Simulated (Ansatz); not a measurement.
The first iterations of a band of Al$_{2}$H$_{2}$O$_{2}$ (6 atoms, charge 0, multiplicity 1).

Theory: RKS PBE-D4/def2-SVP (Ansatz).

```json
{
 "movable images": "2",
 "climbing image": "no",
 "spring": "5.0 eV/Å²",
 "optimiser": "quadratic models (default)",
 "start path": "through a guess of the saddle point",
 "force threshold": "0.05 eV/Å",
 "iteration limit": "60",
 "end points": "relaxed"
}
```

First end point:

```xyz
6
Properties=species:S:1:pos:R:3
O 0.169 -1.027 -2.072
Al -0.044 -0.221 -0.576
O 0.931 -0.290 0.888
Al -0.248 0.849 1.544
H -0.438 -0.913 -2.821
H -0.329 1.537 2.991
```

Last end point:

```xyz
6
Properties=species:S:1:pos:R:3
O -0.662 -0.226 -1.617
Al -0.495 0.352 -0.011
O 0.802 -0.143 1.009
Al 2.051 -0.564 2.128
H -0.048 -0.852 -2.031
H -1.605 1.368 0.476
```

| iteration | highest image above the first end (eV) | largest band force component (eV/Å) |
| --- | --- | --- |
| 1 | 22.953 | 83.606 |
| 2 | 4.538 | 17.443 |
| 3 | 2.771 | 10.818 |
| 4 | 1.936 | 4.248 |
| 5 | 1.645 | 1.660 |
| 6 | 1.518 | 1.030 |
| 7 | 1.498 | 0.546 |

**Question.** Does the band converge within its limit, and where does its top end?

**Answer.** The forces met the threshold. It ended after 23 iterations with the highest image 1.393 eV above the first end. Neighbouring images differ by up to 2.5 eV, so the band resolves the path poorly. No image climbed, so the highest image needn't sit at the top of the path. So few images can step over the top or miss a turn of the path. The orbitals stay closed-shell, which can raise the energy where a bond breaks towards radicals; this wasn't checked here.

Time of the run: 3.4 min on 1 thread of Intel(R) Xeon(R) Processor @ 2.50GHz (Skylake/Cascade Lake), with other jobs on the host, peak memory 0.14 GiB.
